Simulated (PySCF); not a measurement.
Vertical excitation energies

Species: InMe2(CCH), C4H7In.
SMILES: `C#[C][In]([CH3])[CH3]`

The calculation used PySCF, TDDFT PBE0/def2-SVPD, vertical, gas phase, core orbitals frozen in the response, def2 core potentials past Kr. Geometry: PBE0-D3(BJ)/def2-SVP; no solvent, vibrations or thermal averaging. Spin–orbit coupling is left out.

What does the calculation give for the low-lying excited states?

```tsv
state	E (eV)	ν̃ (cm⁻¹)	f	main configurations (H = HOMO, L = LUMO)
S1	4.53	36500	0.0000	H→L (99%)
S2	5.26	42410	0.0000	H-2→L (96%)
S3	5.42	43710	0.052	H-1→L (89%)
S4	5.81	46860	0.0071	H-3→L (98%)
S5	6.11	49260	0.164	H→L+1 (98%)
S6	6.58	53030	0.0000	H-1→L+2 (83%), H-1→L+6 (14%)
S7	6.61	53290	0.020	H-1→L+1 (97%)
S8	6.78	54680	0.024	H-2→L+1 (95%)
S9	7.00	56480	0.201	H→L+2 (78%), H-1→L+5 (10%)
S10	7.23	58330	0.125	H-3→L+1 (92%)
```

Triplets (Tamm–Dancoff): T1 4.31 eV, H→L (96%); T2 4.42 eV, H-1→L (80%), H-1→L+5 (11%); T3 4.96 eV, H-2→L (88%); T4 5.30 eV, H→L+2 (41%), H-2→L+2 (29%), H-2→L+6 (10%).

The lowest singlet lies at 4.53 eV (274 nm, ultraviolet) and is dark (f under 0.0005); its leading configuration is HOMO→LUMO (99%). The strongest level in the table is S9 at 7.00 eV (177 nm, f = 0.201). Löwdin shares by element: HOMO carbon 72% (atoms not listed hold the other 28%); LUMO indium 54%, carbon 31% or more. The listed states span 2.71 eV, and the widest gap between neighbours is 0.73 eV (S1 to S2). Orbital energies (eV): HOMO-3 -8.52, HOMO-2 -8.03, HOMO-1 -7.81, HOMO -7.27, LUMO -1.36, LUMO+1 -0.28, LUMO+2 0.71. The vertical ionisation energy (ΔSCF) is 9.03 eV, 1.80 eV above S10. Singlets were solved by full linear response, triplets in the Tamm–Dancoff approximation.

On an x86-64 server with one thread (shared host), this took 2.0 min of wall time.
